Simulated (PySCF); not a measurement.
Harmonic spectrum computed at PBE0 in the def2-SVP basis family (core potentials from Rb on, PySCF, no spin–orbit coupling):

| symmetry | ω (cm⁻¹) | IR (km/mol) |
| --- | --- | --- |
| b2 | 164 | 0.0 |
| b1 | 174 | 4.9 |
| a1 | 223 | 2.8 |
| a1 | 518 | 1.4 |
| a1 | 672 | 29.5 |
| b2 | 696 | 151 |

Task: Which molecule gave it? In each, all ligands are bound to the one heavy central atom.
A. RuSF₂ (triplet)
B. ZrSF₂ (singlet)
C. IrSF₂ (quartet)
D. PtSF₂ (triplet)

Result: C. It has C2v symmetry with Ir–F 1.864 Å (×2), Ir–S 2.098 Å.
